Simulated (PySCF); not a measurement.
An EPR job on `C=CCc1c[c]ccc1` [radical].

Method: UKS B3LYP, pcH-1 on C H, non-relativistic, mean-field spin-orbit, GIAO (PySCF 2.14.0). Geometry: GFN2-xTB. A driver script takes a list of jobs; this job's settings line and coordinates (Å) are shown.

Command:
```bash
OMP_NUM_THREADS=1 python probes_run.py task.json out
```

Input:
```
{"job": {"kind": "epr", "basis": "pcH-1"}, "charge": 0, "multiplicity": 2}
C     -2.985404     0.142573     0.937192
C     -1.878362    -0.531961     0.692537
C     -1.174166    -0.554140    -0.632107
C      0.235854    -0.052935    -0.464823
C      0.500555     1.318511    -0.540614
C      1.782529     1.731272    -0.344649
C      2.839744     0.911952    -0.077113
C      2.573857    -0.453481     0.000601
C      1.285149    -0.918990    -0.189810
H     -3.475357     0.725906     0.174156
H     -3.457179     0.134831     1.905198
H     -1.400295    -1.107810     1.474589
H     -1.148878    -1.581014    -1.007805
H     -1.715078     0.066416    -1.348425
H     -0.301960     2.011305    -0.746355
H      3.840381     1.288620     0.071063
H      3.379003    -1.143815     0.209972
H      1.090848    -1.980922    -0.125265
```

Output:
```
UKS, coarse grid
  cycle   1  E = -348.23344290  |g| = 3.31e-01
  cycle   2  E = -348.23394911  |g| = 3.41e-01
  cycle   3  E = -348.29482695  |g| = 3.27e-02
  cycle   4  E = -348.29494850  |g| = 3.11e-02
  cycle   5  E = -348.29548220  |g| = 7.15e-03
  cycle   6  E = -348.29551615  |g| = 3.53e-03
  cycle   7  E = -348.29552677  |g| = 1.67e-03
  cycle   8  E = -348.29553234  |g| = 9.43e-04
UKS, final grid
  cycle   1  E = -348.29551589  |g| = 1.39e-03
  cycle   2  E = -348.29551380  |g| = 2.58e-03
  cycle   3  E = -348.29551746  |g| = 2.87e-04
  cycle   4  E = -348.29551760  |g| = 2.48e-04
  cycle   5  E = -348.29551778  |g| = 1.39e-04
  cycle   6  E = -348.29551779  |g| = 1.89e-05
  cycle   7  E = -348.29551779  |g| = 7.75e-06
E = -348.29551779 Eh   <S^2> = 0.7567 (exact 0.7500)
g shifts (ppm)      1          2          3
  rmc          -163       -163       -163
  gc             30         11        -32
  oz_so        -654        -36        947
  total        -788       -188        751
hyperfine (MHz)  atom isotope    a_iso     a_fc   dipolar eigenvalues
    0   13C       0.21       0.21     -0.37     -0.11      0.48
    1   13C       0.95       0.95     -0.28     -0.24      0.51
    2   13C       4.44       4.44     -1.22     -1.17      2.39
    3   13C      45.52      45.52     -6.62     -2.51      9.13
    4   13C      14.12      14.12    -13.92     -2.27     16.19
    5   13C     393.58     393.58    -79.04    -62.80    141.84
    6   13C      14.41      14.41    -13.80     -2.38     16.18
    7   13C      49.64      49.64     -6.31     -2.21      8.52
    8   13C      -7.32      -7.32     -6.13      2.19      3.94
    9    1H      -0.18      -0.18     -0.52     -0.40      0.92
   10    1H      -0.12      -0.12     -0.44     -0.32      0.76
   11    1H      -0.05      -0.05     -0.81     -0.66      1.47
   12    1H       4.20       4.20     -1.27     -0.70      1.98
   13    1H       0.55       0.55     -1.58     -0.88      2.46
   14    1H      57.87      57.87     -6.88     -5.68     12.56
   15    1H      55.37      55.37     -6.88     -5.68     12.56
   16    1H      15.87      15.87     -3.08     -2.25      5.33
   17    1H       6.03       6.03     -1.57      0.31      1.26
```

rmc, gc and oz_so are the mass-correction, gauge-correction and orbital-Zeeman/spin–orbit parts of the g shift along its three principal axes; a_iso is the isotropic hyperfine coupling and a_fc its Fermi-contact part. Atoms in this output count from 0.

Problem. Get g_iso from the total shifts.

Solution. Their mean is -75 ppm; added to g_e = 2.002319 it gives 2.00224.

In short: ⟨S²⟩ 0.757; g_iso 2.0022.

One conformer (not necessarily the lowest) at the GFN2-xTB geometry, without solvent, vibrations or thermal averaging.

Problem. Estimate the wall time. Hardware: one thread of an Arm Neoverse V2, no GPU, shared host. And the peak memory of the process?

Solution. About 95 s (density and orbital grids were written too), with 1.1 GiB resident at the peak, the Python interpreter and its libraries included.
Labels such as C1 count atoms from 1, the log's own numbers from 0.
